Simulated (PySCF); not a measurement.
Work out the structure from these simulated measurements.

Elements present: C, H, O and S. Monoisotopic mass: 116.0296 u.

| Quantity | Value |
| --- | --- |
| NMR, other nuclei | isotropic shieldings of nuclei other than C and H, by class: 67 (1 O), 65 (1 S) ppm [GIAO PBE0/pcSseg-1] |
| 13C NMR | chemical shifts (computed TMS as zero) by class: 231.4 (1 C), 144.7 (1 C), 125.8 (1 C), 60.8 (1 C), 58.3 (1 C) ppm [GIAO PBE0/pcSseg-1] |
| Polarisability | 86.5 au [wB97X-D/def2-SVPD] |
| 1H NMR | chemical shifts (computed TMS as zero) by class: 6.24 (1 H), 5.50 (1 H), 5.43 (1 H), 4.18 (3 H), 3.64 (2 H) ppm [GIAO PBE0/pcSseg-1] |
| UV, strongest line | among the 8 lowest singlet transitions: S2 at 5.70 eV (218 nm, f = 0.225) [TDDFT wB97X-D/def2-SVPD] |
| Rotational structure | rotational constants A, B, C: 3.308, 1.481, 1.138 GHz [GFN2-xTB] |

The electronic properties come from PySCF, for the isolated species, density fitting. Levels stand in brackets. One conformer (not necessarily the lowest) at the GFN2-xTB geometry, without solvent, vibrations or thermal averaging. Each NMR value is the plain mean over a class of atoms that symmetry, rotation or inversion makes alike.

Problem. Which formula fits the mass and the elements?

Solution. C5H8OS (calculated 116.0296). No other formula that holds each of these elements comes within 0.0003 u with a fitting electron parity and a possible valence count.

Problem. Give a SMILES that accounts for the data.

Solution. Numbering: `[CH2:1]=[CH:2][CH2:3][C:4](=[S:5])[O:6][CH3:7]`. Its formula, C5H8OS, gives 2 degrees of unsaturation: 0 rings and 2 π bonds in the structure found. 5 carbons fall into 5 classes; from least to most shielded: thiocarbonyl carbon [C4] (231.4 ppm), alkene CH carbon [C2] (144.7 ppm), terminal =CH2 carbon [C1] (125.8 ppm), methoxy carbon [C7] (60.8 ppm), allylic carbon [C3] (58.3 ppm). Hydrogen classes from least to most shielded: 1 H on an alkene CH carbon, C2 (6.24 ppm), 1 H on a terminal =CH2 carbon, C1 (5.50 ppm), 1 H on a terminal =CH2 carbon, C1 (5.43 ppm), 3 H on a methoxy carbon, C7 (4.18 ppm), 2 H on an allylic carbon, C3 (3.64 ppm, a mean of values up to 0.5 ppm apart in this geometry). The other shieldings belong to: 67 ppm, oxygen bonded to 2 C [O6]; 65 ppm, thiocarbonyl sulfur [S5]. The optimised geometry has point group C1 and is an asymmetric top. Structure: `C=CCC(=S)OC`. Computed isomers that give other values at the same levels: `C=CCOC(C)=S` (13C chemical shifts (computed TMS as zero) by class: 229.1 (1 C), 142.7 (1 C), 124.6 (1 C), 79.2 (1 C), 35.9 (1 C) ppm); `CC1=C[S@](=O)CC1` (13C chemical shifts (computed TMS as zero) by class: 160.4 (1 C), 142.5 (1 C), 58.1 (1 C), 40.6 (1 C), 20.9 (1 C) ppm); `O=[S@]1C=CCCC1` (13C chemical shifts (computed TMS as zero) by class: 150.6 (1 C), 137.6 (1 C), 56.9 (1 C), 31.4 (1 C), 20.9 (1 C) ppm). The assignments are read from this structure; whether some other isomer fits the data as well wasn't checked.

Shape of the structure used: `[CH2:1]=[CH:2][CH2:3][C:4](=[S:5])[O:6][CH3:7]`: C1–C2–C3–C4 -112°, C2–C3–C4–S5 -92°, C3–C4–O6–C7 -177°.
